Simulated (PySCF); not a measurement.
Delta-SCF ions had no search for a lower state. Excitations are Tamm–Dancoff values on a coarser integration grid. The basis has no diffuse functions, so Rydberg states are missing or too high.

## C$_{4}$H$_{8}$BN, SMILES `B/C=C/C=C/N` (charge 0, multiplicity 1)

The numbers are results of PBE-D3(BJ)/def2-TZVP // PBE0-D4/def2-TZVP run with PySCF 2.14.0, not measurements.

The HOMO is -5.13 eV and the dipole moment is 7.02 D. The HOMO–LUMO gap is 2.81 eV and the LUMO comes out as -2.32 eV. The S1 excitation (TDA) is 4.55 eV and the S1 oscillator strength is 0.005. The brightest of the four lowest singlets (TDA) is 4.57 eV and the T1 excitation (TDA) is 2.41 eV. The S1–T1 gap (TDA) is 2.14 eV and the vertical ionisation energy (Delta-SCF) is 7.78 eV. The total energy is -236.5710 Ha. The cost is about 6 core-minutes (a rough figure).

```xyz
14

B      3.0613    -0.4046    -0.4318
C      1.6679     0.0148    -0.8342
C      0.6157    -0.1374     0.0167
C     -0.7377     0.2177    -0.2327
C     -1.7018     0.0215     0.6960
N     -3.0180     0.2913     0.5548
H      3.2367    -0.8812     0.6586
H      4.0032    -0.2801    -1.1645
H      1.4531     0.4526    -1.8093
H      0.8230    -0.5741     0.9946
H     -0.9926     0.6556    -1.1949
H     -1.4320    -0.4164     1.6531
H     -3.3484     0.7879    -0.2534
H     -3.6303     0.2525     1.3470
```
